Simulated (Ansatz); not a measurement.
Relaxation of Al3Ga2⁺ with RKS r2SCAN-D4/def2-SVP.

```sh
$ ansatz run in.yaml --threads 4 --pin off --events-out ev --progress --plain --max-ram 4787MiB
```

```yaml
crystal:
  periodic: [false, false, false]
  atoms:
    - {symbol: Al, position_ang: [-0.036740, 1.920180, -1.151500]}
    - {symbol: Al, position_ang: [-0.262710, -0.348620, -2.386180]}
    - {symbol: Al, position_ang: [0.221590, 0.090590, 3.255060]}
    - {symbol: Ga, position_ang: [-0.068470, -1.971080, -0.501140]}
    - {symbol: Ga, position_ang: [0.146340, 0.308930, 0.783770]}
basis:
  gaussian: {orbitals: def2-SVP}
total_charge: 1
hamiltonian: {xc: r2scan, dispersion: d4}
scf: {lower_state_search: "off"}
output: {orbitals: {seedname: orbitals}}
relax: {f_tol: 0.02, max_steps: 100}
```

Run time 47 s (4 threads of Arm Neoverse V2 on a shared host).

Positions (Å) and forces (eV/Å) at steps 1, 2, 3, 4, 5, 6, 7, 8, 9, 10, 11, 12, 13, 14, 16 of 16:

```xyz
5
step=1 energy=-124516.0482 eV
Al   -0.037    1.920   -1.151   -0.012    0.402    0.281
Al   -0.263   -0.349   -2.386   -0.034   -0.011   -0.522
Al    0.222    0.091    3.255   -0.021   -0.079    0.355
Ga   -0.068   -1.971   -0.501    0.012   -0.254    0.584
Ga    0.146    0.309    0.784    0.056   -0.059   -0.698
5
step=2 energy=-124516.1581 eV
Al   -0.058    2.072   -1.141    0.056   -0.093    0.047
Al   -0.240   -0.357   -2.305   -0.099    0.076    0.041
Al    0.198    0.023    3.165   -0.068   -0.055   -0.121
Ga   -0.082   -2.053   -0.363    0.085    0.023    0.132
Ga    0.182    0.314    0.644    0.026    0.049   -0.099
5
step=3 energy=-124516.2345 eV
Al   -0.010    2.167   -1.170   -0.030   -0.319   -0.030
Al   -0.338   -0.355   -2.188    0.045    0.131    0.395
Al    0.118   -0.087    3.048   -0.044   -0.075   -0.442
Ga   -0.002   -2.082   -0.225   -0.009    0.239    0.019
Ga    0.231    0.356    0.536    0.039    0.024    0.059
5
step=4 energy=-124516.3376 eV
Al    0.001    2.211   -1.218   -0.080   -0.334   -0.030
Al   -0.391   -0.356   -2.080    0.130    0.003    0.394
Al    0.052   -0.221    2.922    0.009   -0.096   -0.546
Ga    0.033   -2.055   -0.092   -0.116    0.317   -0.060
Ga    0.305    0.420    0.467    0.057    0.110    0.241
5
step=5 energy=-124516.4822 eV
Al   -0.022    2.212   -1.277   -0.047   -0.216    0.049
Al   -0.393   -0.368   -2.000    0.101   -0.252    0.281
Al    0.014   -0.371    2.804    0.051   -0.100   -0.610
Ga    0.016   -1.979    0.028   -0.175    0.268   -0.107
Ga    0.386    0.507    0.445    0.070    0.300    0.385
5
step=6 energy=-124516.6555 eV
Al   -0.053    2.209   -1.325    0.020   -0.158    0.149
Al   -0.372   -0.405   -1.924    0.045   -0.462    0.216
Al   -0.007   -0.518    2.674    0.113    0.028   -0.654
Ga   -0.030   -1.901    0.131   -0.206    0.160   -0.250
Ga    0.462    0.615    0.445    0.027    0.433    0.539
5
step=7 energy=-124516.8659 eV
Al   -0.074    2.184   -1.345    0.018   -0.267    0.015
Al   -0.341   -0.493   -1.857    0.035    0.005    0.039
Al   -0.001   -0.630    2.515    0.171    0.239   -0.410
Ga   -0.098   -1.837    0.172   -0.137   -0.112   -0.173
Ga    0.514    0.777    0.515   -0.087    0.136    0.528
5
step=8 energy=-124516.9437 eV
Al   -0.023    2.131   -1.333   -0.026   -0.139   -0.276
Al   -0.274   -0.524   -1.895    0.008    0.185    0.135
Al    0.133   -0.627    2.461   -0.006   -0.176   -0.004
Ga   -0.185   -1.823    0.160   -0.018   -0.070   -0.018
Ga    0.348    0.842    0.606    0.042    0.201    0.162
5
step=9 energy=-124516.9404 eV rejected
Al    0.022    2.104   -1.415    0.038   -0.452    0.343
Al   -0.307   -0.534   -1.925    0.048    0.038    0.428
Al    0.166   -0.692    2.424   -0.001   -0.220    0.307
Ga   -0.178   -1.812    0.179   -0.025    0.181   -0.409
Ga    0.297    0.933    0.737   -0.061    0.454   -0.668
5
step=10 energy=-124516.9860 eV
Al   -0.014    2.098   -1.381    0.010   -0.122   -0.081
Al   -0.276   -0.506   -1.857    0.006    0.102    0.078
Al    0.142   -0.670    2.431    0.016   -0.062   -0.038
Ga   -0.195   -1.833    0.158   -0.014   -0.043   -0.018
Ga    0.342    0.911    0.649   -0.018    0.125    0.059
5
step=11 energy=-124517.0051 eV
Al    0.017    2.064   -1.417    0.019    0.007   -0.010
Al   -0.273   -0.489   -1.815    0.002    0.008    0.036
Al    0.176   -0.702    2.389    0.020    0.019   -0.008
Ga   -0.210   -1.856    0.154   -0.012   -0.053   -0.027
Ga    0.290    0.983    0.689   -0.028    0.018    0.008
5
step=12 energy=-124517.0114 eV
Al    0.055    2.073   -1.436   -0.003   -0.003   -0.057
Al   -0.256   -0.478   -1.759   -0.002    0.095    0.000
Al    0.224   -0.710    2.344    0.001    0.035    0.042
Ga   -0.236   -1.909    0.155    0.002   -0.082   -0.003
Ga    0.213    1.024    0.696    0.002   -0.045    0.018
5
step=13 energy=-124517.0184 eV
Al    0.085    2.098   -1.469   -0.007    0.011   -0.056
Al   -0.248   -0.442   -1.669   -0.017    0.076   -0.039
Al    0.246   -0.711    2.304   -0.024    0.034   -0.002
Ga   -0.250   -2.000    0.153    0.019   -0.078    0.036
Ga    0.166    1.054    0.680    0.029   -0.043    0.062
5
step=14 energy=-124517.0169 eV rejected
Al    0.114    2.136   -1.516   -0.021   -0.043   -0.107
Al   -0.284   -0.391   -1.529    0.006    0.021   -0.054
Al    0.211   -0.703    2.239   -0.007   -0.046   -0.035
Ga   -0.217   -2.162    0.142    0.009    0.093    0.034
Ga    0.177    1.120    0.664    0.014   -0.025    0.163
5
step=16 energy=-124517.0233 eV
Al    0.085    2.114   -1.500   -0.002    0.004    0.002
Al   -0.268   -0.411   -1.600    0.001   -0.008    0.006
Al    0.209   -0.708    2.274   -0.002    0.001   -0.010
Ga   -0.226   -2.081    0.147    0.000    0.005    0.001
Ga    0.200    1.087    0.678    0.003   -0.002    0.001
```

The restricted singlet is unstable towards broken spin symmetry at other levels; at r2SCAN-D4/def2-SVP this wasn't settled. At r2SCAN-D4/def2-SVP a triplet of charge 1 lies 0.07 eV below the restricted singlet, each at its own geometry. The structure comes from a short search, and lower isomers may exist.
